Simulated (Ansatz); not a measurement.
Basis-set series for FGeH4In, SMILES `[F][InH][GeH3]`. The species carries charge 0 and has multiplicity 1. In takes the def2 core potential. The geometry is a stationary point of PBE0-D4/def2-TZVP.

| functional | basis | functions | energy (Eh) | HOMO (eV) | LUMO (eV) |
| --- | --- | --- | --- | --- | --- |
| PBE0-D4 | def2-TZVPP | 185 | -2369.09873 | -7.86 | -1.99 |
| PBE0-D4 | def2-QZVPP | 348 | -2369.15186 | -7.87 | -2.00 |
| ωB97M-V | def2-TZVPP | 185 | -2369.24909 | -9.87 | -0.44 |
| ωB97M-V | def2-QZVPP | 348 | -2369.30102 | -9.88 | -0.49 |

Task: Give the rows for def2-SVP. (Estimate.)

Result: Ansatz gave: 
| functional | basis | functions | energy (Eh) | HOMO (eV) | LUMO (eV) |
| --- | --- | --- | --- | --- | --- |
| PBE0-D4 | def2-SVP | 92 | -2368.69739 | -7.77 | -1.89 |
| ωB97M-V | def2-SVP | 92 | -2368.84378 | -9.75 | -0.25 |

Scalar relativity is left out up to krypton.
